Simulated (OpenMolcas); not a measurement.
**N: CASPT2 settings compared**

```
Program             : OpenMolcas 26.06
Basis               : ANO-RCC-VTZP [4s3p2d1f]
Scalar Hamiltonian  : DKH4, point nucleus
Active space        : 5 electrons in 8 orbitals (2s 2p 3s 3p)
State averaging     : 2S+1 = 4 odd, 1 root; 2S+1 = 2 odd, 8 roots kept (CI in the orbitals of an earlier block)
Spin-orbit coupling : RASSI with atomic mean-field integrals over the reference wave functions, term energies averaged over their components
```

Methods on the same reference wave functions:
A. CASSCF
B. SS-CASPT2, IPEA 0.1 Eh, no level shift (closed shells correlated: 1s)
C. SS-CASPT2, IPEA 0.1 Eh, imaginary shift 0.25 Eh (closed shells correlated: none)
D. SS-CASPT2, IPEA 0.4 Eh, sigma2 regulariser 0.4 Eh (closed shells correlated: 1s)

Energies in eV above 2s² 2p³ ⁴S°_3/2, the measured ground level; measured values from NIST Handbook of Basic Atomic Spectroscopic Data.

```csv
Level,A,B,C,D,Measured
2s² 2p³ ⁴S°_3/2,0.0000,0.0000,0.0000,0.0000,0.0000
2s² 2p³ ²D°_3/2,2.7965,2.483,2.481,2.485,2.3846
2s² 2p³ ²D°_5/2,2.7971,2.483,2.481,2.486,2.3835
2s² 2p³ ²P°_1/2,3.6032,3.663,3.653,3.649,3.5756
2s² 2p³ ²P°_3/2,3.6036,3.663,3.654,3.649,3.5756
```

Deviations, from unrounded energies. A percentage is the sum of absolute deviations over the sum of measured energies, with the sign that they share, or ± where signs differ.

| Against measurement | Levels | A | B | C | D |
| --- | --- | --- | --- | --- | --- |
| mean absolute deviation (cm-1) | 4 | 1800 | 750 | 710 | 710 |
| other terms of the ground configuration (%) | 4 | +7.4 | +3.1 | +2.9 | +2.9 |

C, D lie about equally close to measurement and A furthest from it. The largest miss of C in the table is 2s² 2p³ ²D°_5/2, by +790 cm-1. The ranking rests on the paired levels alone, and a cruder setting can come out closer through cancelling errors.

Among B to D the level of the table that moves most is 2s² 2p³ ²P°_1/2, by 110 cm-1 (lowest in D, highest in B). Moves below CASPT2's spread within the term are not significant.

The mean deviations of B to D differ by less than CASPT2's widest spread within a term (110 cm-1), so their order carries little weight.

From A to B the spin-free energies of the other terms of 2s² 2p³ shown, above ⁴S°, scale by factors of 0.89 to 1.02.

The lowest spin-free term lies below A's lowest term by 0.080 hartree in B, 0.073 hartree in C, 0.076 hartree in D.

CASPT2 breaks the degeneracy within a term, and the mean is taken; among the terms shown or strongly mixed into the levels shown the widest spread is 110 cm-1 (2s² 2p³ ²D°, D). Terms from blocks run as CI alone lack orbitals of their own. Active for correlation alone: 3p 3s; no level in the range computed is led by a configuration that fills them, so any true level of that kind is missing. Without dynamic correlation excited terms often stand tens of per cent too high (terms of higher spin than the ground term too low), and those without a measured partner can miss by more than the paired ones (holds for A). Measured partners are found by configuration, term and J. A level has none where our copy of the source lacks it or the pairing is in doubt (some pairs that miss far off the trend of their configuration count as doubtful), and it then counts in no deviation. Only configurations of the active space appear.

° marks odd parity.
